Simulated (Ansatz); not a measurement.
Stepwise reaction of `[SiH3][SiH2][GeH2][SiH2][GeH3]` with hydrogen, as a gas-phase model of exchange steps in deposition or etching. ΔE in kJ/mol.

Gas-phase electronic energies from Ansatz, PBE0-D4/def2-TZVP geometries. CBS: MP2 limit from def2 TZ/QZ plus the TZ coupled-cluster correction, frozen cores. This one scheme is used for every species. DFT in def2-TZVPP. B3LYP here is the variant with VWN-RPA as its local correlation; programs differ in this. For Ge outer-core shells are correlated without core-valence functions, which leaves a few kJ/mol of doubt a bond. Scalar relativity is left out up to krypton. Each species was taken in one conformer, which may not be the lowest.

```json
{"step": "1", "reaction": "`[SiH3][SiH2][GeH2][SiH2][GeH3]` + H₂ → `[SiH3][SiH2][GeH3]` + `[SiH3][GeH3]`", "PBE-D4": "21.7", "B3LYP-D4": "11.9", "ωB97M-V": "7.8", "CCSD(T)/CBS": "14.4"}
```

Give the row of step 2, `[SiH3][SiH2][GeH3]` + H₂ → SiH₄ + `[SiH3][GeH3]`. (Estimate.)

Ansatz gave: 
```tsv
step	reaction	PBE-D4	B3LYP-D4	ωB97M-V	CCSD(T)/CBS
2	`[SiH3][SiH2][GeH3]` + H₂ → SiH₄ + `[SiH3][GeH3]`	1.2	-13.8	-18.0	-11.9
```

By hand: ΔE of the 2 steps together at CCSD(T)/CBS.

(14.4) + (-11.9) = 2.5 kJ/mol, or 1.2 kJ/mol a step.

In ΔE each step is lower than the one before. PBE-D4 differs from CCSD(T)/CBS by 7.3 to 13.1 kJ/mol a step. Isolated molecules leave out the surface, adducts and barriers. Largest T1 diagnostic: 0.013.
